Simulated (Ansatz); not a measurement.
Computed with Ansatz on PBE0-D4/def2-TZVP structures; ΔE is electronic, products minus reactants. CBS: MP2 limit from def2 TZ/QZ plus the TZ coupled-cluster correction, frozen cores. This one scheme is used for every species. Functionals use def2-TZVPP. B3LYP here is the variant with VWN-RPA as its local correlation; programs differ in this. HSE06 is defined as in plane-wave codes. Each species was taken in one conformer, which may not be the lowest.

Consider the formal hydrolysis of the Si–C bond: `N[SiH](Cl)CCl` + H₂O → `N[SiH](O)Cl` + `CCl`.

| level | ΔE (eV) |
| --- | --- |
| B3LYP-D4 | -1.16 |
| r2SCANh-D4 | -1.18 |
| HSE06-D4 | -1.09 |
| PBE0 | -1.15 |
| HF/def2-SVP | -1.27 |
| MP2/def2-SVP | -1.11 |
| CCSD(T)/def2-SVP | -1.09 |
| MP2/CBS(def2) | -1.12 |

What does CCSD(T)/CBS give? (Best estimate.)

Computed: -1.12 eV. The listed levels differ from it by -0.04, -0.06, 0.03, -0.03, -0.15, 0.01, 0.03, 0.00 eV.

Largest T1 diagnostic among the species: 0.010.

At CCSD(T), def2-SVP lies +0.04 eV from the extrapolated value and def2-TZVPP −0.03 eV. From BLYP to BHLYP (50 % exact exchange), in def2-TZVPP and without D4, ΔE moves by −0.07 eV.
